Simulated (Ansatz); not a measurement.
`Cl[Si](Cl)(Cl)Cc1ccc(-c2cnc(-c3ccccc3)nc2)cc1` with charge -1. The state is a doublet with charge -1. Geometry PBE-D4/def2-SVP; atoms count from 1.

```tsv
atom	x (Å)	y (Å)	z (Å)
Cl1	-2.3945	-4.2021	-4.5463
Si2	-2.1062	-2.5734	-5.8139
Cl3	-2.3663	-3.2584	-7.7999
Cl4	-3.6203	-1.1958	-5.4252
C5	-0.4043	-1.8008	-5.5431
C6	-0.2222	-1.3115	-4.1367
C7	0.2721	-2.1610	-3.1133
C8	0.4075	-1.7209	-1.8003
C9	0.0464	-0.3934	-1.3976
C10	0.1990	0.0717	-0.0327
C11	0.5638	-0.7756	1.0674
N12	0.7100	-0.3637	2.3146
C13	0.5008	0.9642	2.5770
C14	0.6605	1.4342	3.9494
C15	1.0203	0.5397	4.9975
C16	1.1717	0.9945	6.3099
C17	0.9728	2.3533	6.6319
C18	0.6165	3.2490	5.6021
C19	0.4620	2.8034	4.2870
N20	0.1490	1.8731	1.6144
C21	0.0072	1.4346	0.3759
C22	-0.4698	0.4443	-2.4399
C23	-0.6029	0.0002	-3.7517
H24	-0.3175	-0.9862	-6.2952
H25	0.3329	-2.5849	-5.8228
H26	0.5669	-3.1931	-3.3675
H27	0.8249	-2.4171	-1.0582
H28	0.7285	-1.8570	0.8955
H29	1.1726	-0.5169	4.7331
H30	1.4502	0.2796	7.1025
H31	1.0932	2.7082	7.6678
H32	0.4569	4.3153	5.8354
H33	0.1840	3.4909	3.4748
H34	-0.2657	2.1993	-0.3769
H35	-0.7838	1.4715	-2.2036
H36	-1.0162	0.6848	-4.5113
```

Single mean-field runs in def2-TZVP are fitted with def2-universal-jkfit.

(1) Estimate the Mulliken populations of the heavy atoms from the PBE0/def2-TZVP orbitals of Ansatz.

(2) Where does the spin sit?

(3) And the Mayer bond orders between bonded heavy atoms (over 0.3)?

## Answers

(1) 
```json
{"atom": "Cl1", "charge (e)": "-0.23", "spin (α − β)": "0.00"}
{"atom": "Si2", "charge (e)": "0.63", "spin (α − β)": "0.04"}
{"atom": "Cl3", "charge (e)": "-0.27", "spin (α − β)": "0.01"}
{"atom": "Cl4", "charge (e)": "-0.23", "spin (α − β)": "0.00"}
{"atom": "C5", "charge (e)": "-0.40", "spin (α − β)": "-0.02"}
{"atom": "C6", "charge (e)": "0.20", "spin (α − β)": "0.17"}
{"atom": "C7", "charge (e)": "-0.22", "spin (α − β)": "-0.04"}
{"atom": "C8", "charge (e)": "-0.23", "spin (α − β)": "0.09"}
{"atom": "C9", "charge (e)": "0.21", "spin (α − β)": "0.04"}
{"atom": "C10", "charge (e)": "0.03", "spin (α − β)": "0.10"}
{"atom": "C11", "charge (e)": "-0.14", "spin (α − β)": "0.08"}
{"atom": "N12", "charge (e)": "-0.23", "spin (α − β)": "-0.03"}
{"atom": "C13", "charge (e)": "0.21", "spin (α − β)": "0.25"}
{"atom": "C14", "charge (e)": "0.10", "spin (α − β)": "-0.05"}
{"atom": "C15", "charge (e)": "-0.23", "spin (α − β)": "0.12"}
{"atom": "C16", "charge (e)": "-0.11", "spin (α − β)": "-0.06"}
{"atom": "C17", "charge (e)": "-0.14", "spin (α − β)": "0.16"}
{"atom": "C18", "charge (e)": "-0.11", "spin (α − β)": "-0.06"}
{"atom": "C19", "charge (e)": "-0.23", "spin (α − β)": "0.12"}
{"atom": "N20", "charge (e)": "-0.23", "spin (α − β)": "-0.03"}
{"atom": "C21", "charge (e)": "-0.14", "spin (α − β)": "0.08"}
{"atom": "C22", "charge (e)": "-0.24", "spin (α − β)": "0.09"}
{"atom": "C23", "charge (e)": "-0.22", "spin (α − β)": "-0.04"}
```
Mulliken values and Mayer orders depend strongly on the basis.

(2) Summed by element: Cl 0.02, Si 0.04, C 1.03, N -0.06, H -0.03, of 1 unpaired in all. Largest on single atoms: C13 0.25, C6 0.17, C17 0.16.

(3) Cl1–Si2 1.14 (2.08 Å); Si2–Cl3 1.08 (2.12 Å); Si2–Cl4 1.15 (2.08 Å); Si2–C5 1.03 (1.89 Å); C5–C6 0.89 (1.50 Å); C6–C7 1.30 (1.42 Å); C6–C23 1.30 (1.42 Å); C7–C8 1.55 (1.39 Å); C8–C9 1.23 (1.43 Å); C9–C10 1.05 (1.45 Å); C9–C22 1.23 (1.43 Å); C10–C11 1.21 (1.44 Å); C10–C21 1.21 (1.44 Å); C11–N12 1.72 (1.32 Å); N12–C13 1.29 (1.37 Å); C13–C14 1.08 (1.46 Å); C13–N20 1.29 (1.37 Å); C14–C15 1.33 (1.42 Å); C14–C19 1.33 (1.42 Å); C15–C16 1.47 (1.40 Å); C16–C17 1.37 (1.41 Å); C17–C18 1.37 (1.41 Å); C18–C19 1.47 (1.40 Å); N20–C21 1.72 (1.32 Å); C22–C23 1.56 (1.39 Å).
